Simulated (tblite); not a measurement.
C₄H₁₃BNP.
SMILES with atom numbers: `[BH3-:1][P@+:2]([CH3:3])([NH2:4])[CH:5]1[CH2:6][CH2:7]1` (hydrogens: H8, H9, H10 on B1; H11, H12, H13 on C3; H14, H15 on N4; H16 on C5; H17, H18 on C6; H19, H20 on C7)

Computed with GFN2-xTB (tblite), gas phase: L-BFGS steps from a force-field or distance-geometry start until the largest atomic force falls under 0.01 eV/Å.

Step 43: E = -594.7568 eV
```
atom  x, y, z in Å  |  force x, y, z in eV/Å
B1     -1.7218   -1.2614    0.9185    0.048   0.080  -0.043
P2     -0.6857    0.0268   -0.0871   -0.048   0.034  -0.036
C3     -1.3664    1.6687   -0.5474    0.026  -0.001   0.061
N4     -0.2886   -0.5639   -1.6358    0.010  -0.029   0.030
C5      0.9543    0.5193    0.5594   -0.093  -0.022   0.001
C6      1.9465   -0.5331    0.9627    0.037  -0.003  -0.017
C7      2.2102    0.3243   -0.2328    0.020   0.028  -0.011
H8     -1.5642   -1.0334    2.0656    0.006  -0.006   0.140
H9     -1.2542   -2.2979    0.5542    0.040  -0.091   0.074
H10    -2.8428   -1.1104    0.5562   -0.100   0.015  -0.092
H11    -0.7362    2.1343   -1.2985    0.056   0.013  -0.075
H12    -1.4106    2.3015    0.3342    0.003   0.007   0.080
H13    -2.3759    1.5529   -0.9292   -0.078  -0.061  -0.061
H14     0.0653   -1.5102   -1.5116    0.049  -0.024  -0.062
H15    -1.1323   -0.6513   -2.1979   -0.008   0.058   0.045
H16     0.8864    1.4015    1.1902    0.022  -0.068   0.000
H17     2.5330   -0.3721    1.8562   -0.016   0.036  -0.009
H18     1.6876   -1.5738    0.8173   -0.035   0.082  -0.077
H19     2.1344   -0.1132   -1.2173   -0.018   0.005   0.047
H20     2.9559    1.1023   -0.1597    0.079  -0.052   0.005
```

Step 44: E = -594.7598 eV
```
atom  x, y, z in Å  |  force x, y, z in eV/Å
B1     -1.7341   -1.2635    0.9166   -0.037   0.001   0.036
P2     -0.6893    0.0235   -0.0788   -0.044   0.092  -0.027
C3     -1.3543    1.6730   -0.5430    0.002   0.007  -0.007
N4     -0.2961   -0.5660   -1.6277    0.001  -0.014   0.025
C5      0.9540    0.5139    0.5651   -0.036  -0.051  -0.019
C6      1.9601   -0.5312    0.9587    0.019   0.058  -0.056
C7      2.2043    0.3282   -0.2422   -0.021   0.015   0.033
H8     -1.6104   -1.0270    2.0742   -0.017  -0.027  -0.044
H9     -1.2407   -2.3027    0.5723   -0.017   0.026   0.111
H10    -2.8555   -1.1335    0.5198    0.082   0.006  -0.031
H11    -0.6955    2.1406   -1.2752   -0.053  -0.034   0.039
H12    -1.4214    2.2957    0.3464    0.006  -0.009   0.007
H13    -2.3562    1.5634   -0.9570    0.052  -0.037  -0.010
H14     0.0615   -1.5099   -1.5038    0.059  -0.061  -0.066
H15    -1.1443   -0.6567   -2.1824   -0.006   0.050   0.033
H16     0.8850    1.3964    1.1966    0.033  -0.087  -0.013
H17     2.5560   -0.3596    1.8453   -0.043   0.014  -0.036
H18     1.7079   -1.5752    0.8186   -0.020   0.116  -0.072
H19     2.1190   -0.1126   -1.2259   -0.010   0.027   0.087
H20     2.9448    1.1138   -0.1804    0.051  -0.092   0.010
```

Step 45: E = -594.7614 eV
```
atom  x, y, z in Å  |  force x, y, z in eV/Å
B1     -1.7311   -1.2627    0.9174   -0.024  -0.002   0.028
P2     -0.6898    0.0248   -0.0807   -0.020   0.045  -0.002
C3     -1.3572    1.6723   -0.5452    0.002  -0.014  -0.003
N4     -0.2946   -0.5633   -1.6297    0.003  -0.008   0.018
C5      0.9521    0.5133    0.5659   -0.011  -0.026  -0.023
C6      1.9580   -0.5311    0.9606    0.002   0.042  -0.039
C7      2.2038    0.3274   -0.2390   -0.012   0.016   0.020
H8     -1.5971   -1.0311    2.0738   -0.019  -0.014  -0.020
H9     -1.2455   -2.3034    0.5689   -0.007   0.020   0.097
H10    -2.8532   -1.1269    0.5295    0.048   0.004  -0.037
H11    -0.7037    2.1343   -1.2838   -0.033  -0.010   0.015
H12    -1.4178    2.2992    0.3412    0.001  -0.003   0.018
H13    -2.3610    1.5584   -0.9522    0.033  -0.027  -0.014
H14     0.0666   -1.5072   -1.5129    0.038  -0.040  -0.055
H15    -1.1439   -0.6503   -2.1831   -0.003   0.036   0.023
H16     0.8856    1.3950    1.1973    0.017  -0.061   0.002
H17     2.5528   -0.3605    1.8475   -0.038   0.017  -0.022
H18     1.7037   -1.5732    0.8199   -0.021   0.073  -0.073
H19     2.1196   -0.1133   -1.2218   -0.012   0.012   0.053
H20     2.9474    1.1089   -0.1764    0.055  -0.060   0.012
```

Step 46: E = -594.7638 eV
```
atom  x, y, z in Å  |  force x, y, z in eV/Å
B1     -1.7323   -1.2613    0.9185   -0.016  -0.027   0.028
P2     -0.6914    0.0260   -0.0809    0.019  -0.013   0.035
C3     -1.3572    1.6729   -0.5456    0.010  -0.041   0.023
N4     -0.2949   -0.5632   -1.6289    0.009  -0.004   0.009
C5      0.9513    0.5120    0.5658   -0.004   0.013  -0.020
C6      1.9593   -0.5295    0.9592   -0.026   0.010  -0.007
C7      2.2036    0.3283   -0.2381   -0.005   0.031  -0.021
H8     -1.6007   -1.0332    2.0756   -0.024   0.009  -0.019
H9     -1.2459   -2.3039    0.5757   -0.004   0.032   0.079
H10    -2.8531   -1.1286    0.5268    0.039   0.008  -0.032
H11    -0.7026    2.1315   -1.2830   -0.003   0.025  -0.015
H12    -1.4183    2.2985    0.3413   -0.003   0.007   0.017
H13    -2.3585    1.5575   -0.9547   -0.009  -0.022  -0.022
H14     0.0696   -1.5071   -1.5177    0.015  -0.015  -0.044
H15    -1.1451   -0.6466   -2.1808   -0.004   0.019   0.009
H16     0.8871    1.3921    1.1983    0.003  -0.032   0.017
H17     2.5523   -0.3587    1.8464   -0.024   0.014   0.000
H18     1.7040   -1.5695    0.8160   -0.019   0.015  -0.064
H19     2.1174   -0.1125   -1.2193   -0.008  -0.006   0.009
H20     2.9502    1.1060   -0.1775    0.055  -0.024   0.019
```

Question: Estimate the geometry and energy of step 47. (The exact step hangs on the optimiser's Hessian estimate; all steps are aligned on step 46, rigid shifts and turns removed.)

Answer: E = -594.7663 eV, largest force 0.098 eV/Å
```
atom  x, y, z in Å  |  force x, y, z in eV/Å
B1     -1.7385   -1.2606    0.9203   -0.002  -0.050   0.023
P2     -0.6928    0.0264   -0.0782    0.043  -0.067   0.057
C3     -1.3536    1.6739   -0.5433    0.004  -0.055   0.029
N4     -0.2974   -0.5661   -1.6249    0.013   0.004  -0.001
C5      0.9521    0.5113    0.5647    0.003   0.035  -0.017
C6      1.9639   -0.5271    0.9548   -0.054  -0.002   0.010
C7      2.2045    0.3315   -0.2405   -0.021   0.042  -0.040
H8     -1.6231   -1.0324    2.0787   -0.029   0.041  -0.022
H9     -1.2415   -2.3034    0.5932   -0.002   0.037   0.055
H10    -2.8546   -1.1391    0.5111    0.045   0.017  -0.025
H11    -0.6918    2.1335   -1.2718    0.024   0.051  -0.029
H12    -1.4234    2.2931    0.3472   -0.006   0.023   0.013
H13    -2.3491    1.5615   -0.9652   -0.039  -0.026  -0.019
H14     0.0694   -1.5097   -1.5170   -0.002  -0.001  -0.036
H15    -1.1477   -0.6470   -2.1766   -0.004   0.008   0.005
H16     0.8892    1.3886    1.1995   -0.006  -0.003   0.033
H17     2.5537   -0.3545    1.8428   -0.003  -0.002   0.015
H18     1.7092   -1.5650    0.8060   -0.015  -0.039  -0.042
H19     2.1125   -0.1100   -1.2196    0.004  -0.022  -0.036
H20     2.9540    1.1060   -0.1841    0.046   0.008   0.026
```

The energy changes by -0.0025 eV. The first-order estimate −F·Δx gives -0.0035 eV and the mean of the old and new forces, exact on a quadratic surface, -0.0025 eV. The step makes an angle of 67° with the force vector and moves no atom by more than 0.023 Å.

What follows is the cost of the whole relaxation. Time: 0.82 s wall. Hardware: Arm Neoverse V2, one thread, shared host with 48 logical CPUs at a one-minute load of 8.3.
